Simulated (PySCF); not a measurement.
**Fine-structure interval along the 17-electron series**

Calculated with PySCF 2.14 and a two-component X2C-1e Hamiltonian (Gaussian nucleus, no Breit or QED terms), each ion in its own even-tempered basis scaled to its charge; GMP2 freezes 1s2 and drops the highest virtual spinors. Values in cm⁻¹.

| ion | configuration | GHF (screened spin-orbit) | GMP2 (screened spin-orbit) | GHF (bare spin-orbit) |
| --- | --- | --- | --- | --- |
| Tm⁵²⁺ | [Ne] 3s2 3p5 | 2038100 | 2039000 | 2104600 |
| Yb⁵³⁺ | [Ne] 3s2 3p5 | 2182500 | 2183400 | 2252900 |
| Lu⁵⁴⁺ | [Ne] 3s2 3p5 | 2335200 | 2336000 | 2409600 |

Between Z = 69 and Z = 71 the GHF (bare spin-orbit) value grows as Z to the power 4.74.
